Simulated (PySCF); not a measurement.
# Computed properties of Sn(H)(Br)(NH2)2 (BrH₅N₂Sn), SMILES [NH2][SnH]([NH2])[Br]

Sn(H)(Br)(NH2)2 (BrH5N2Sn), SMILES [NH2][SnH]([NH2])[Br]. Geometry optimised at B3LYP-D3(BJ)/def2-SVP. The def2 effective core potentials stand for the cores of Sn; spin–orbit coupling is left out. One conformer was computed; it need not be the lowest. All values are computed for the isolated molecule unless a solvent is named; none is compared with measurement here.

**Structure.** All 21 harmonic modes at B3LYP-D3(BJ)/def2-SVP (PySCF) are real, so it is a minimum. With heavy atoms numbered as in [SnH:1]([NH2:2])([NH2:3])[Br:4], the shortest bond between them is Sn1–N3 at 2.041 Å and the longest Sn1–Br4 at 2.550 Å.

**Vibrations.** The strongest infrared lines (harmonic, unscaled, degenerate partners summed) lie at 543 cm⁻¹ (208 km/mol, N 71 %, H 22 %), 553 cm⁻¹ (145 km/mol, H 49 %, N 43 %, Sn 8 %), 1934 cm⁻¹ (123 km/mol, H 99 %). The softest mode is at 83 cm⁻¹ and the zero-point energy is 36.2 kcal/mol.

**Electronic structure.** CAM-B3LYP/def2-TZVP (PySCF) places the frontier levels at -9.01 and -0.23 eV, a gap of 8.78 eV, and gives a dipole moment of 1.17 D and a mean polarisability of 75.0 bohr³. PBE/def2-TZVP (PySCF) at the same geometry gives -6.25 and -2.07 eV, so its gap is 4.60 eV narrower. An orbital gap is neither the optical nor the fundamental gap.

**Excitations.** TDDFT-M06-2X/def2-SVPD (PySCF) has S1 at 5.81 eV (213 nm, f = 0.071, bright); the most intense of the 10 singlets computed lies at 6.31 eV (f = 0.13). T1 (TDA) is at 5.18 eV. TDDFT-PBE/def2-SVPD (PySCF) puts S1 at 4.51 eV. No vertical singlet excitation falls in the visible range (under 3.1 eV).
